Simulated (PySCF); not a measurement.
Computed NMR parameters against published values

Bonds (- single, = double, # triple, : aromatic): O1=C2, C2-C3, C3-C4, C4:C5, C5:C6, C6:C7, C7:C8, C8:C9, C9:C4. C2 carries H10; C3 carries H11, H12; C5 carries H13; C6 carries H14; C7 carries H15; C8 carries H16; C9 carries H17.

Published estimates (parent shift plus substituent increments) and measurements: δ $^{13}$C C5/C9 129.8; C6/C8 129.0; C7 127.4 ppm (estimated from measurements, as parent shift plus tabulated substituent increment; solution, not stated per compound (mostly CDCl3 or CCl4); Pretsch, Buehlmann, Badertscher, Structure Determination of Organic Compounds, 4th ed. (2009)).

Method: geometry: PBE0-D3(BJ)/def2-SVP, NMR shieldings at PBE0/pcSseg-1/GIAO, in PySCF 2.14 (non-relativistic, one averaged value for each set of equivalent atoms, one computed conformer, no solvent).

**Question.** How close does the calculation come?

**Answer.** 
Reference values: estimated from measurements, as parent shift plus tabulated substituent increment (solution, not stated per compound (mostly CDCl3 or CCl4); Pretsch, Buehlmann, Badertscher, Structure Determination of Organic Compounds, 4th ed. (2009)).
```json
{"atoms": "C5/C9", "quantity": "δ $^{13}$C", "reference": "129.8", "computed": "136.0", "computed, scaled": "130.8"}
{"atoms": "C6/C8", "quantity": "δ $^{13}$C", "reference": "129.0", "computed": "134.9", "computed, scaled": "129.8"}
{"atoms": "C7", "quantity": "δ $^{13}$C", "reference": "127.4", "computed": "133.3", "computed, scaled": "128.2"}
```

Computed shifts are σ(ref) − σ with the named reference compound (TMS for H and C) calculated as an isolated molecule at the same level. The measured values may be among those fitted. Empirical linear scaling, fitted to shifts measured mostly in CDCl3 for H and C (δ vs TMS): $^{13}$C: δ = 177.62 − 0.967σ (rms 1.9 ppm, 903 shifts, 2.3 ppm with the 23 outliers that the fit left out). Occasional misses reach two or three times the rms, and more in compound classes unlike the fitted ones.

**Question.** How far are the unscaled $^{13}$C shifts from the references?

**Answer.** Mean signed difference +6.00 ppm, mean absolute 6.00 ppm over 3 comparisons; the largest is +6.2 ppm at C5/C9 (aromatic CH).
